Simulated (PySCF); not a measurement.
Correlation energy of Ru⁺ (ruthenium, charge +1)

[Kr] 4d7, high-spin 4F determinant. Computed with PySCF 2.14 in def2-TZVPPD with the def2 core potential (28 electrons) (6s4p3d2f1g, 56 functions), with scalar relativity through the core potential. Frozen: nothing; 15 electrons correlated.

| level | correlation energy (mhartree) |
| --- | --- |
| CCSD | -440.93 |
| (T) | -11.64 |
| CCSD(T) | -452.57 |

Diagnostics: T1 = 0.0057, D1 = 0.0114, largest double amplitude 0.026.

Cost of the coupled-cluster step: about 13 core-seconds, for 15 correlated electrons.

The basis has no tight functions for the innermost shells, so their pair energies are far from complete.

This basis was not built for core-valence correlation, so the inner-shell part is incomplete.
